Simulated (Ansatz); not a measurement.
Cost and result for the atomization energy of `[CH3][In]([CH3])[NH2]` (12 atoms, 11 bonds).

```xyz
12

C    -2.090    0.356    0.002
In    0.019   -0.050    0.048
C     1.631    0.701   -1.158
N     0.586   -1.368    1.471
H    -2.505    0.111   -0.977
H    -2.277    1.415    0.190
H    -2.607   -0.232    0.761
H     1.826    1.747   -0.913
H     2.540    0.126   -0.977
H     1.381    0.645   -2.219
H    -0.039   -1.796    2.134
H     1.536   -1.656    1.637
```

Total charge 0; spin multiplicity 1. Correlated methods include outer-core shells of In, which these sets cover unevenly. In: def2 effective core potential. The geometry is a stationary point of PBE0-D4/def2-TZVP. It is one conformer, not always the lowest. Program: Ansatz. All runs use 4 threads of an Arm Neoverse V2 on a shared host. Times are those of one run each, without the atoms' runs, and a repeat can differ threefold. Electronic energies, without spin–orbit coupling; frozen cores. CCSD(T)/CBS adds CCSD(T) − MP2 in def2-TZVPP to the MP2 limit, and its time is that of the two runs behind it. T1 = 0.013. With those shells the extrapolation isn't a true limit. HSE06 is the plane-wave form, built on full-range PBE exchange.

CCSD(T)/CBS is a level of theory with its own doubt, some kJ/mol a heavy atom from the limit and from the frozen cores, so smaller differences don't rank the functionals.

```tsv
level	functions	wall time	atomization (kcal/mol)	difference from CCSD(T)/CBS	per bond
BLYP-D4/def2-TZVPP	255	2.1 s	958.2	-10.2	-0.9
PBE-D4/def2-TZVPP (with forces)	255	2.3 s	975.4	7.0	0.6
PBE0-D4/def2-TZVPP	255	2.7 s	962.3	-6.1	-0.5
BHLYP-D4/def2-TZVPP	255	2.9 s	939.5	-28.9	-2.6
HSE06-D4/def2-TZVPP	255	3.1 s	962.9	-5.5	-0.5
CAM-B3LYP-D4/def2-TZVPP	255	3.3 s	968.4	0.0	0.0
r2SCANh-D4/def2-TZVPP	255	4.9 s	957.3	-11.1	-1.0
PBE-QIDH/def2-TZVPP	255	5.5 s	956.6	-11.8	-1.1
ωB97X-V/def2-TZVPP	255	7.5 s	967.6	-0.8	-0.1
CCSD(T)/def2-SVP	108	7.5 s	907.2	-61.2	-5.6
MP2/def2-QZVPP	493	21 s	962.3	-6.1	-0.6
CCSD(T)/def2-TZVPP	255	3.7 min	943.8	-24.6	-2.2
CCSD(T)/CBS(def2)	–	4 min	968.4	0.0	0.0
```

Leaving LDA and LC-ωPBE aside and taking each functional with its dispersion term where it has one, the values spread over 36.0 kcal/mol, from BHLYP-D4 to PBE-D4. LDA lies +121.0 kcal/mol from PBE without D4, its usual overbinding. In def2-TZVPP, CCSD(T) changes the Hartree–Fock value by +249.6 kcal/mol (the triples alone add +12.9 kcal/mol) and MP2 by +253.4 kcal/mol; breaking electron pairs costs correlation energy, which Hartree–Fock lacks. From r2SCAN to r2SCAN0 (25 % exact exchange), in def2-TZVPP and without D4, the atomization energy moves by −11.1 kcal/mol: exact exchange takes away binding that semilocal exchange gives to molecules.

Spin–orbit coupling would lower the free In atoms strongly, and the atomization energy with them, by more than many differences here.
